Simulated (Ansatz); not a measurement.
A series at Si: from `O[Si](O)(O)F`, ligands are replaced one by one, each step taking up NH₃ and setting free H₂O; n counts the steps. Ansatz, PBE0-D4/def2-TZVP geometries. Each molecule was computed in one conformer, which needn't be the lowest.

```json
{"n": "0", "molecule": "`O[Si](O)(O)F`", "HOMO energy, ωB97M-V/def2-TZVPP (eV)": "-12.27"}
{"n": "1", "molecule": "`N[Si](O)(O)F`", "HOMO energy, ωB97M-V/def2-TZVPP (eV)": "-10.43"}
{"n": "2", "molecule": "`N[Si](N)(O)F`", "HOMO energy, ωB97M-V/def2-TZVPP (eV)": "?"}
{"n": "3", "molecule": "`N[Si](N)(N)F`", "HOMO energy, ωB97M-V/def2-TZVPP (eV)": "-9.92"}
```

By hand: fit a straight line y = ȳ + b (n − n̄) to the 3 given rows and predict n = 2.

n̄ = 1.333, ȳ = -10.873; Σ(n − n̄)(y − ȳ) = 3.303, Σ(n − n̄)² = 4.667, so b = 0.708 eV a step. Prediction: -10.873 + (0.708) × (0.667) = -10.40 eV.

By hand: compare with the computed value, -10.10 eV, and give the steps along the whole series.

The line misses by 0.30 eV (computed minus predicted). Steps: 1.84, 0.33, 0.18 eV.

One step carries most of the change, so a line is a poor guide. The highest orbital can change its character along such a series. The miss is 12.8 % of the series' range.
